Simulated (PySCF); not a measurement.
A run for PySCF: R-BP86/6-31G* on C2H4O3 (a complex).

```python
from pyscf import gto, scf, dft, mp
from pyscf.data.elements import chemcore

mol = gto.M(
    atom='''
    O     0.09206067   -1.04048031   -0.02434827
    C    -0.03155531    0.03655820    0.38639047
    O    -0.15904639    1.13147955    0.74846678
    C    -0.09153591    0.14581880    4.04513600
    O     0.12911533   -0.77205980    2.98052118
    H    -1.03466441   -0.05043626    4.56530851
    H    -0.14253080    1.13539493    3.59503616
    H     0.72749095    0.13267799    4.77146490
    H     0.16844426   -1.66660933    3.33187375
    ''',
    basis='6-31g*',
    cart=True,
    charge=0, spin=0, verbose=3, max_memory=1800)
mf = dft.RKS(mol, xc='b88,p86')
mf.conv_tol = 1e-8
mf.max_cycle = 100
mf.kernel()
if not mf.converged:
    mf = mf.newton().run(mf.mo_coeff, mf.mo_occ)
```

Program output:

```
converged SCF energy = -304.301770654016
```

Self-consistency was reached.

Cost: around 6 core-seconds (rough).
